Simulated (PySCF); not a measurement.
Simulation results for BFH₃N, BH₅N₂Si, BH₄NO

All values are calculated (PySCF 2.14.0). Calculation on a computer-drawn molecule: optimised geometry and harmonic frequencies of an isolated molecule of the commonest isotopes, restricted reference for singlets and unrestricted otherwise, frozen core in MP2.

Common to all runs: charge 0; multiplicity 1.

```json
{"entry": 1, "formula": "BFH3N", "start_structure": {"atoms_angstrom": [["N", -0.9247, -0.8292, -0.6635], ["B", -0.3499, -0.8921, -1.9984], ["F", -0.1082, 0.2905, -2.5816], ["H", -1.2222, 0.0056, -0.298], ["H", -1.211, -1.7604, -0.1576], ["H", 0.0502, -1.8861, -2.4968]]}, "given": {"method": "HF", "basis": "cc-pVDZ", "drawn_bonds_atom": [1, 2, 1, 1, 2], "drawn_bonds_other_atom": [2, 3, 4, 5, 6], "drawn_bonds_order": [1, 1, 1, 1, 1]}, "results": {"optimised_atom_element": ["N", "B", "F", "H", "H", "H"], "optimised_atom_x [angstrom]": [-0.9549, -0.3295, -0.09823, -1.243, -1.152, 0.01222], "optimised_atom_y [angstrom]": [-0.8638, -0.88, 0.2834, -0.01776, -1.695, -1.898], "optimised_atom_z [angstrom]": [-0.714, -1.952, -2.582, -0.2669, -0.2004, -2.48], "modes_frequency [cm^-1]": [462.3, 486.4, 647.7, 934.5, 1007, 1140, 1236, 1479, 1741, 2757, 3821, 3935], "modes_reduced_mass [dalton]": [2.743, 1.223, 1.202, 1.723, 1.47, 1.417, 2.616, 3.057, 1.302, 1.098, 1.052, 1.098], "rotational_constants [GHz]": [60.43, 9.844, 8.465], "total_energy [hartree]": -180.4323, "convergence_status_largest_gradient_component [hartree/bohr]": 1.194e-05}}
{"entry": 2, "formula": "BFH3N", "start_structure": {"atoms_angstrom": [["N", -0.9549, -0.8638, -0.714], ["B", -0.3295, -0.88, -1.9522], ["F", -0.0982, 0.2834, -2.5824], ["H", -1.2433, -0.0178, -0.2669], ["H", -1.1521, -1.6953, -0.2004], ["H", 0.0122, -1.8983, -2.4799]]}, "given": {"method": "MP2", "basis": "cc-pVDZ", "drawn_bonds_atom": [1, 2, 1, 1, 2], "drawn_bonds_other_atom": [2, 3, 4, 5, 6], "drawn_bonds_order": [1, 1, 1, 1, 1]}, "results": {"optimised_atom_element": ["N", "B", "F", "H", "H", "H"], "optimised_atom_x [angstrom]": [-0.9566, -0.3265, -0.09014, -1.251, -1.153, 0.01135], "optimised_atom_y [angstrom]": [-0.8634, -0.8764, 0.2978, -0.008677, -1.711, -1.91], "optimised_atom_z [angstrom]": [-0.7108, -1.959, -2.601, -0.2528, -0.1965, -2.476], "modes_frequency [cm^-1]": [436.8, 451.5, 637.2, 874.5, 953.8, 1092, 1181, 1431, 1623, 2702, 3650, 3777], "modes_reduced_mass [dalton]": [2.628, 1.237, 1.225, 1.69, 1.424, 1.419, 2.65, 2.586, 1.457, 1.099, 1.051, 1.098], "rotational_constants [GHz]": [59.65, 9.617, 8.282], "total_energy [hartree]": -180.8757, "convergence_status_largest_gradient_component [hartree/bohr]": 7.989e-06}}
{"entry": 3, "formula": "BH5N2Si", "start_structure": {"atoms_angstrom": [["N", -0.3585, -0.1885, -0.0761], ["B", 0.4872, 0.4665, -0.9903], ["N", 0.2671, 0.4542, -2.3579], ["Si", 0.0351, 0.4254, -3.9479], ["H", -1.1696, -0.6142, -0.363], ["H", -0.2489, -0.1792, 0.8843], ["H", 1.4333, 1.0593, -0.5196], ["H", 0.5274, -0.6238, -4.8021], ["H", -0.7512, 1.4634, -4.6569]]}, "given": {"method": "HF", "basis": "cc-pV(D+d)Z", "drawn_bonds_atom": [1, 2, 3, 1, 1, 2, 4, 4], "drawn_bonds_other_atom": [2, 3, 4, 5, 6, 7, 8, 9], "drawn_bonds_order": [1, 1, 2, 1, 1, 1, 1, 1]}, "results": {"optimised_atom_element": ["N", "B", "N", "Si", "H", "H", "H", "H", "H"], "optimised_atom_x [angstrom]": [-0.3814, 0.4738, 0.2349, 0.03186, -1.205, -0.2116, 1.443, 0.5657, -0.7299], "optimised_atom_y [angstrom]": [-0.1626, 0.4592, 0.4292, 0.4347, -0.6606, -0.1409, 1.035, -0.5901, 1.459], "optimised_atom_z [angstrom]": [-0.06454, -0.9941, -2.387, -3.92, -0.3304, 0.9173, -0.5617, -4.834, -4.655], "modes_frequency [cm^-1]": [75.39, 162.4, 235.9, 366.2, 473.7, 628.6, 734.9, 751.1, 772.3, 977.3, 1028, 1098, 1201, 1357, 1629, 1736, 2348, 2357, 2642, 3824, 3936], "modes_reduced_mass [dalton]": [3.215, 4.356, 1.127, 1.204, 3.695, 1.249, 1.182, 1.223, 2.484, 1.406, 1.341, 1.098, 1.738, 2.873, 7.84, 1.25, 1.056, 1.03, 1.093, 1.051, 1.098], "rotational_constants [GHz]": [34.34, 2.561, 2.452], "total_energy [hartree]": -425.4796, "convergence_status_largest_gradient_component [hartree/bohr]": 1.956e-05}}
{"entry": 4, "formula": "BH4NO", "start_structure": {"atoms_angstrom": [["N", -0.2462, 0.3133, -1.0], ["B", -1.0554, -0.162, 0.0988], ["O", -2.4756, 0.0158, 0.1381], ["H", 0.7095, 0.145, -1.0652], ["H", -0.6041, 0.7547, -1.8066], ["H", -0.6128, -0.7176, 0.9731], ["H", -2.7777, 0.5049, -0.7003]]}, "given": {"method": "HF", "basis": "cc-pVDZ", "drawn_bonds_atom": [1, 2, 1, 1, 2, 3], "drawn_bonds_other_atom": [2, 3, 4, 5, 6, 7], "drawn_bonds_order": [1, 1, 1, 1, 1, 1]}, "results": {"optimised_atom_element": ["N", "B", "O", "H", "H", "H", "H"], "optimised_atom_x [angstrom]": [-0.272, -1.084, -2.435, 0.7138, -0.6064, -0.5839, -2.795], "optimised_atom_y [angstrom]": [0.2878, -0.1488, 0.03776, 0.1377, 0.7686, -0.7189, 0.49], "optimised_atom_z [angstrom]": [-1.008, 0.05205, 0.09423, -1.012, -1.817, 0.9818, -0.6532], "modes_frequency [cm^-1]": [393.0, 470.1, 502.3, 640.2, 925.0, 1002, 1066, 1170, 1285, 1490, 1748, 2720, 3819, 3926, 4167], "modes_reduced_mass [dalton]": [1.222, 2.266, 1.038, 1.445, 1.325, 1.392, 1.903, 1.249, 2.07, 3.514, 1.235, 1.098, 1.052, 1.097, 1.066], "rotational_constants [GHz]": [56.02, 9.682, 8.255], "total_energy [hartree]": -156.4293, "convergence_status_largest_gradient_component [hartree/bohr]": 1.559e-05}}
{"entry": 5, "formula": "BH4NO", "start_structure": {"atoms_angstrom": [["N", -0.272, 0.2878, -1.008], ["B", -1.0837, -0.1488, 0.052], ["O", -2.4353, 0.0378, 0.0942], ["H", 0.7138, 0.1377, -1.0116], ["H", -0.6064, 0.7686, -1.8173], ["H", -0.5839, -0.7189, 0.9818], ["H", -2.7948, 0.49, -0.6532]]}, "given": {"method": "MP2", "basis": "cc-pVDZ", "drawn_bonds_atom": [1, 2, 1, 1, 2, 3], "drawn_bonds_other_atom": [2, 3, 4, 5, 6, 7], "drawn_bonds_order": [1, 1, 1, 1, 1, 1]}, "results": {"optimised_atom_element": ["N", "B", "O", "H", "H", "H", "H"], "optimised_atom_x [angstrom]": [-0.2715, -1.087, -2.456, 0.7278, -0.6077, -0.5799, -2.788], "optimised_atom_y [angstrom]": [0.2896, -0.15, 0.03008, 0.135, 0.7774, -0.7225, 0.4946], "optimised_atom_z [angstrom]": [-1.011, 0.05552, 0.1149, -1.011, -1.833, 0.9874, -0.6644], "modes_frequency [cm^-1]": [353.2, 440.0, 492.0, 620.4, 864.7, 944.5, 1009, 1122, 1228, 1439, 1626, 2680, 3647, 3769, 3871], "modes_reduced_mass [dalton]": [1.244, 2.221, 1.033, 1.506, 1.328, 1.327, 1.885, 1.218, 2.092, 3.148, 1.334, 1.098, 1.051, 1.097, 1.065], "rotational_constants [GHz]": [55.58, 9.461, 8.085], "total_energy [hartree]": -156.8752, "convergence_status_largest_gradient_component [hartree/bohr]": 1.217e-05}}
```
